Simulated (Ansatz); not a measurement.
Ansatz (an electronic-structure program) input file for C₄H₄ClF, SMILES Cl/C=C\C(=C)F, PBE-D3(BJ)/def2-SVP. 

Ansatz 0.2 input:
```yaml
crystal:
  periodic: [false, false, false]
  atoms:
    - {symbol: C, position_ang: [0.10762270, -2.67072924, 0.00000000]}
    - {symbol: C, position_ang: [-0.03868054, -1.33767998, 0.00000000]}
    - {symbol: F, position_ang: [-1.27232764, -0.81275710, -0.00000000]}
    - {symbol: C, position_ang: [1.06223780, -0.38569176, -0.00000000]}
    - {symbol: C, position_ang: [1.04351362, 0.95793919, 0.00000000]}
    - {symbol: Cl, position_ang: [-0.35091729, 1.98177591, -0.00000000]}
    - {symbol: H, position_ang: [-0.76678078, -3.32254845, -0.00000001]}
    - {symbol: H, position_ang: [1.10277183, -3.11468516, 0.00000000]}
    - {symbol: H, position_ang: [2.05477251, -0.84420850, 0.00000000]}
    - {symbol: H, position_ang: [1.97761765, 1.52303637, -0.00000000]}
basis:
  gaussian:
    orbitals: def2-SVP
hamiltonian:
  xc: pbe
  dispersion: d3bj
relax: {f_tol: 0.002, max_steps: 200}
```

It prints:

```
WARN ansatz: RAYON_NUM_THREADS=1 ignored (pool sized by the plan → 1); use --threads N
Functional definition: PBE
integrals: 0.05 GiB planned
1207 factors; their error is unknown
mean field: 0.29 GiB planned
mean field evaluation 1: about -19417.4714 eV, gradient 6.6e1 eV
mean field evaluation 2: about -19399.0924 eV, gradient 9.9e1 eV
mean field evaluation 4: about -19428.3868 eV, gradient 1.8e1 eV
mean field evaluation 8: about -19429.2329 eV, gradient 1.5e-1 eV
mean field evaluation 16: about -19429.1559 eV, gradient 3.3e-4 eV
mean field -19429.15587132 eV, -714.0083087162 hartree, gradient 2.0e-5 eV, S^2 0.000000; 0 other end points of the search recorded, 0 dependent functions left out
the calculation of the forces begins
reference -19429.15590090 eV, -714.0083098033 hartree; 27, 27 occupied and 81, 81 virtual orbitals, 1207 factors
relax step   1: F+E_penalty+E_count = -19429.38104822 eV  Δ(F+E_penalty+E_count) = +0.000e0 eV  max|allowed force component| = 4.760e-1 eV/Å  Δτ_max = 0.0000 Å  (34 SCF iters, accepted)
these checks for a lower state are left out or cut short: starts, cluster_reference, orbital_swaps, neighbouring_geometries, increment
integrals: 0.05 GiB planned
1207 factors; their error is unknown
mean field: 0.29 GiB planned
mean field -19429.16793310 eV, -714.0087519783 hartree, gradient 2.7e-5 eV, S^2 0.000000; 0 other end points of the search recorded, 0 dependent functions left out
the calculation of the forces begins
reference -19429.16796277 eV, -714.0087530686 hartree; 27, 27 occupied and 81, 81 virtual orbitals, 1207 factors
relax step   2: F+E_penalty+E_count = -19429.39243628 eV  Δ(F+E_penalty+E_count) = -1.139e-2 eV  max|allowed force component| = 1.490e-1 eV/Å  Δτ_max = 0.0132 Å  (34 SCF iters, accepted)
these checks for a lower state are left out or cut short: starts, cluster_reference, orbital_swaps, neighbouring_geometries, increment
integrals: 0.05 GiB planned
1207 factors; their error is unknown
mean field: 0.29 GiB planned
mean field evaluation 32: about -19429.2463 eV, gradient 3.8e-4 eV
mean field -19429.16900145 eV, -714.0087912394 hartree, gradient 2.7e-5 eV, S^2 0.000000; 0 other end points of the search recorded, 0 dependent functions left out
the calculation of the forces begins
reference -19429.16903114 eV, -714.0087923307 hartree; 27, 27 occupied and 81, 81 virtual orbitals, 1207 factors
relax step   3: F+E_penalty+E_count = -19429.39338781 eV  Δ(F+E_penalty+E_count) = -9.515e-4 eV  max|allowed force component| = 3.646e-2 eV/Å  Δτ_max = 0.0038 Å  (34 SCF iters, accepted)
these checks for a lower state are left out or cut short: starts, cluster_reference, orbital_swaps, neighbouring_geometries, increment
integrals: 0.05 GiB planned
1207 factors; their error is unknown
mean field: 0.29 GiB planned
mean field -19429.16902687 eV, -714.0087921738 hartree, gradient 2.2e-5 eV, S^2 0.000000; 0 other end points of the search recorded, 0 dependent functions left out
the calculation of the forces begins
reference -19429.16905656 eV, -714.0087932650 hartree; 27, 27 occupied and 81, 81 virtual orbitals, 1207 factors
relax step   4: F+E_penalty+E_count = -19429.39341829 eV  Δ(F+E_penalty+E_count) = -3.049e-5 eV  max|allowed force component| = 1.429e-2 eV/Å  Δτ_max = 0.0006 Å  (25 SCF iters, accepted)
these checks for a lower state are left out or cut short: starts, cluster_reference, orbital_swaps, neighbouring_geometries, increment
integrals: 0.05 GiB planned
1207 factors; their error is unknown
mean field: 0.29 GiB planned
mean field -19429.16902965 eV, -714.0087922758 hartree, gradient 2.3e-5 eV, S^2 0.000000; 0 other end points of the search recorded, 0 dependent functions left out
the calculation of the forces begins
reference -19429.16905934 eV, -714.0087933668 hartree; 27, 27 occupied and 81, 81 virtual orbitals, 1207 factors
relax step   5: F+E_penalty+E_count = -19429.39342810 eV  Δ(F+E_penalty+E_count) = -9.803e-6 eV  max|allowed force component| = 5.855e-3 eV/Å  Δτ_max = 0.0008 Å  (25 SCF iters, accepted)
these checks for a lower state are left out or cut short: starts, cluster_reference, orbital_swaps, neighbouring_geometries, increment
integrals: 0.05 GiB planned
1207 factors; their error is unknown
mean field: 0.29 GiB planned
mean field -19429.16903504 eV, -714.0087924738 hartree, gradient 4.1e-5 eV, S^2 0.000000; 0 other end points of the search recorded, 0 dependent functions left out
the calculation of the forces begins
reference -19429.16906472 eV, -714.0087935648 hartree; 27, 27 occupied and 81, 81 virtual orbitals, 1207 factors
relax step   6: F+E_penalty+E_count = -19429.39342886 eV  Δ(F+E_penalty+E_count) = -7.655e-7 eV  max|allowed force component| = 9.341e-4 eV/Å  Δτ_max = 0.0004 Å  (22 SCF iters, accepted)
integrals: 0.05 GiB planned
1207 factors; their error is unknown
mean field: 0.29 GiB planned
mean field evaluation 64: about -19429.1832 eV, gradient 5.1e0 eV
mean field -19429.16903504 eV, -714.0087924738 hartree, gradient 4.1e-5 eV, S^2 0.000000; 1 other end points of the search recorded, 0 dependent functions left out
the calculation of the forces begins
reference -19429.16906472 eV, -714.0087935648 hartree; 27, 27 occupied and 81, 81 virtual orbitals, 1207 factors
Total energy: -19429.39345855 eV, -714.0170398858 hartree
Atom 0 at     0.106598    -2.681193    -0.000000 Å, force     0.000220    -0.000257    -0.000000 eV/Å
Atom 1 at    -0.040525    -1.336791    -0.000000 Å, force     0.000644     0.000030     0.000000 eV/Å
Atom 2 at    -1.280357    -0.810157    -0.000000 Å, force     0.000934     0.000394    -0.000000 eV/Å
Atom 3 at     1.060059    -0.385719    -0.000000 Å, force    -0.000898     0.000255     0.000000 eV/Å
Atom 4 at     1.043006     0.969024    -0.000000 Å, force     0.000229     0.000150    -0.000000 eV/Å
Atom 5 at    -0.349760     1.990990     0.000000 Å, force     0.000234    -0.000487     0.000000 eV/Å
Atom 6 at    -0.774674    -3.336512    -0.000000 Å, force    -0.000176    -0.000853     0.000000 eV/Å
Atom 7 at     1.109126    -3.127523     0.000000 Å, force    -0.000731     0.000331     0.000000 eV/Å
Atom 8 at     2.061153    -0.844946    -0.000000 Å, force    -0.000407     0.000090    -0.000000 eV/Å
Atom 9 at     1.985205     1.537278     0.000000 Å, force    -0.000049     0.000347     0.000000 eV/Å
Dipole moment:     0.391311    -0.148180     0.000000 e Å
```

The run converged.
